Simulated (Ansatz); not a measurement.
Molecule: sum formula SiNH₂Cl₃ (charge 0, singlet). SMILES: N[Si](Cl)(Cl)Cl
Coordinates optimised at B3LYP-D3(BJ)/def2-TZVP (Ansatz, a program for electronic structure):
```xyz
7

Si     0.2708     0.0417     0.0361
Cl    -0.1595    -1.3078    -1.4515
Cl    -0.5275    -0.7021     1.7626
Cl    -0.6134     1.8065    -0.4882
N      1.9125     0.3281     0.2928
H      2.4852    -0.3360     0.7888
H      2.4424     0.9139    -0.3326
```

Property: atomisation energy (electronic, to ground-state atoms), in kJ/mol. Cores are frozen in the correlated levels unless marked. Open shells are spin-unrestricted. Spin-orbit coupling is left out. No relativistic terms. The coupled-cluster limit lacks core correlation, which all-electron functionals hold. CBS(X,Y): correlation extrapolated as X^-3; Hartree-Fock from the larger set. [CCSD(T)-MP2]/basis is that difference in the basis named.

```csv
level,program,atomisation energy (kJ/mol)
HF/aug-cc-pV(T+d)Z,Ansatz,1688.7
```

Question: Predict the RI-MP2/CBS(aug-cc-pV(T+d)Z,aug-cc-pV(Q+d)Z)+[CCSD(T)-MP2]/aug-cc-pV(T+d)Z result (Ansatz).

Answer: 2400.3 kJ/mol, so HF/aug-cc-pV(T+d)Z differs from it by -711.6 kJ/mol.
